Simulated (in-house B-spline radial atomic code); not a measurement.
Zr²²⁺. Computed with a B-spline radial atomic code. Model: all-electron spherical atom, spin shells full or empty, radial basis limit, no spin-orbit coupling: exact exchange with a local potential (Slater, KLI or optimised effective potential, whose far tail is KLI's), no correlation.

Exchange potential has not reached -1/r at the last radius.

The run also made RPA and GW results, which its time includes.

The Slater potential averages the orbital exchange potentials with the orbital densities as weights, KLI adds orbital constants, and the optimised effective potential minimises the exact-exchange energy among local potentials. So their energies lie above Hartree-Fock in the order OEP, KLI, Slater. All fall off as −1/r, unlike LDA and GGA exchange.

Command:
```bash
python run_gw.py task.json out
```
Settings (lengths in bohr, energies in hartree):
```
Z                      40
electrons              18
configuration          [Ne] 3s2 3p6
hamiltonian            nr
method                 oep
lmax                   9
spin_polarised         False
box_radius             3.81
intervals              65
```

Time taken, with all properties: 2.6 s on 1 thread of Arm Neoverse N1 (shared host).

Given: hamiltonian non-relativistic; mean-field start exchange-only OEP.

Computed: energy above Hartree-Fock 5.9688 millihartree; virial ratio -E/T less 1 0.

```csv
radius (bohr),r times exchange potential (hartree bohr)
0.00125,-0.041689
0.0015,-0.049989
0.00181,?
0.00217,-0.072123
0.00261,-0.086551
0.00314,-0.10379
0.00378,-0.12436
0.00454,-0.14841
0.00546,-0.17688
0.00656,-0.20989
0.00789,-0.24814
0.00949,-0.29157
0.0114,-0.33947
0.0137,-0.39129
0.0165,-0.44561
0.0198,-0.49752
0.0238,-0.54371
0.0287,-0.57692
0.0345,-0.5876
0.0415,-0.5724
0.0498,-0.55265
0.0599,-0.58749
0.0721,-0.70567
0.0866,?
0.104,-0.97949
0.125,-1.0659
0.151,-1.0944
0.181,-1.0163
0.218,-0.81256
0.262,-0.87129
0.315,-1.1775
0.378,-1.3507
0.455,-1.4197
0.547,-1.4077
0.658,-1.3402
0.791,-1.2559
0.951,-1.1751
```

(1) What belongs in the row 0.00181?

(2) What belongs in the row 0.0866?

```json
{"occupied": "1s", "level (hartree)": "-674.92", "Hartree-Fock level (hartree)": "-684.2"}
{"occupied": "2s", "level (hartree)": "-121.65", "Hartree-Fock level (hartree)": "-124.32"}
{"occupied": "2p", "level (hartree)": "?", "Hartree-Fock level (hartree)": "?"}
{"occupied": "3s", "level (hartree)": "-42.655", "Hartree-Fock level (hartree)": "-43.126"}
{"occupied": "3p", "level (hartree)": "-40.078", "Hartree-Fock level (hartree)": "-40.077"}
```

(3) What belongs in the row 2p?

| empty | level (hartree) |
| --- | --- |
| 3d | -35.959 |
| 4s | -21.444 |
| 4p | -20.402 |
| 4d | ? |
| 4f | -17.48 |

(4) What belongs in the row 4d?

Results:

(1) r times exchange potential (hartree bohr): -0.06025.

(2) r times exchange potential (hartree bohr): -0.85253.

(3) level (hartree): -114.56; Hartree-Fock level (hartree): -116.59.

(4) level (hartree): -18.838.

The highest level, 3p, differs from Hartree-Fock by -0.012 eV and the deepest, 1s, by +252 eV: a local potential can match the highest level but can't give each shell its own exchange.
